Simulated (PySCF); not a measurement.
Choosing a molecule for a target property.

Each SMILES stands for a single optimised conformer of the isolated species (atoms past krypton carry core potentials, spin–orbit coupling is left out); the electronic structure was computed with PySCF and density fitting.

Dipoles, sizes and rotational constants follow the conformer. The torsions of the flexible species, by atom-mapped SMILES:
- `[NH3+:1][c:2]1[cH:3][cH:4][c:5]([O:6][SiH3:7])[cH:8][cH:9]1`: C4–C5–O6–Si7 1°

Task: Wanted: smallest rotational constant between 0.7 GHz and 1.5 GHz (PBE0-D3(BJ)/def2-SVP) and HOMO energy below -8 eV (CAM-B3LYP/def2-SVPD), at PBE0-D3(BJ)/def2-SVP geometries. Which candidate meets both?
A. `c1cc(ccc1[NH3+])O[SiH3]`
B. `C=[SiH2]`
C. `[CH3][Be][S]C`
D. `[CH3][SnH]([I])[CH3]`

Result: D. Computed values:
| species | smallest rotational constant | HOMO energy |
| --- | --- | --- |
| c1cc(ccc1[NH3+])O[SiH3] | 0.593 GHz | -11.86 eV |
| [CH3][SnH]([I])[CH3] | 0.744 GHz | -8.43 eV |
| [CH3][Be][S]C | 2.293 GHz | -8.26 eV |
| C=[SiH2] | 12.900 GHz | -7.81 eV |
